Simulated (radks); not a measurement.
Species: Re0.5-. Configuration: [Xe] 4f14 5d3.5 6s2 6p2 (fractional occupations, a model configuration).

Calculated with a radial shooting solver on a logarithmic mesh with Libxc functionals: scalar-relativistic Kohn-Sham, PBEsol, spin-unpolarised, spherical densities, finite nucleus; Fermi nuclear charge, rms radius 5.3698 fm.

Energy parts (eV):
part                       energy
total                  -454003.29
kinetic                 501472.80
electron-nucleus      -1123544.07
Hartree                 176918.88
exchange-correlation     -8850.89

Orbitals (lengths in bohr, moments of r in powers of bohr; <r^-3> diverges for s and p1/2):
orbital  occ.  eigenvalue (eV)  <r^-3>      <r>       <r^4>   <1/r>
1s          2        -71614.00       -  0.01804   5.464e-07   88.69
2s          2        -12420.96       -  0.07625  0.00008176   20.75
2p          6        -10844.43   20790  0.06835  0.00006456   18.75
3s          2        -2878.445       -   0.1975    0.002996   7.688
3p          6        -2413.361    4660   0.1979    0.003234   7.084
3d         10        -1885.023   595.2   0.1793    0.002495   6.689
4s          2        -603.3595       -   0.4407     0.06971   3.274
4p          6        -450.7356    1091   0.4687     0.09297   2.971
4d         10        -259.0304   119.7   0.5001      0.1350   2.648
4f         14         -46.1828   20.99   0.5797      0.3948   2.165
5s          2         -88.9189       -    1.032       2.091   1.299
5p          6         -50.4029   166.6    1.197       4.008   1.100
5d        3.5          -7.4028   9.263    1.778       26.98  0.7369
6s          2          -6.0753       -    2.880       142.8  0.4425
6p          2          -0.6270   10.09    4.337       978.2  0.2959

The highest occupied level is 6p at -0.627 eV. The electron density at the nucleus is 1.647e+06 e/bohr^3 (large components only).
